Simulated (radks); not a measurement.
Q: Excited configurations of Ce+: one electron is placed in a higher orbital outside [Xe] 4f2. The ground configuration is [Xe] 4f1 5d2. Calculated with a radial shooting solver on a logarithmic mesh with Libxc functionals: scalar-relativistic Kohn-Sham, r2SCAN, spin-polarised, spherical densities, finite nucleus; open shells are filled with parallel spins first (spin-orbit coupling, left out, can overturn this in heavy ions); meta-GGA in the generalised Kohn-Sham scheme; Fermi nuclear charge, rms radius 4.8771 fm. Excitation = E - E(ground); binding = E(ion) - E, where the ion is the core of charge +2; n* = 2/sqrt(2 binding) in atomic units, and the quantum defect is n - n*.

outer orbital  excitation (eV)  binding (eV)     n*  quantum defect  eigenvalue (eV)  <r> (bohr)
5f                       6.357         3.406  3.997           1.003           -2.433       8.974
6d                       5.237         4.526  3.467           2.533           -3.415       7.848
6f                       7.499         2.265  4.902           1.098           -1.730       15.44
7f                       8.161         1.602  5.828           1.172           -1.261       23.37

Estimate the row for 6s.

A: excitation (eV) -0.654; binding (eV) 10.418; n* 2.286; quantum defect 3.714; eigenvalue (eV) -8.390; <r> (bohr) 4.149. The Delta-SCF ionisation energy is 9.764 eV (NIST Atomic Spectra Database: 10.96 eV, semi-empirical). Self-interaction in the functional shifts the binding energies and quantum defects, so they are the method's values and not measured ones. Open shells are spherical and high-spin; term and fine-structure splittings are not resolved. Spin-orbit splitting is averaged out at the scalar-relativistic level. A negative excitation energy means that this level of theory puts the configuration below the NIST ground configuration.
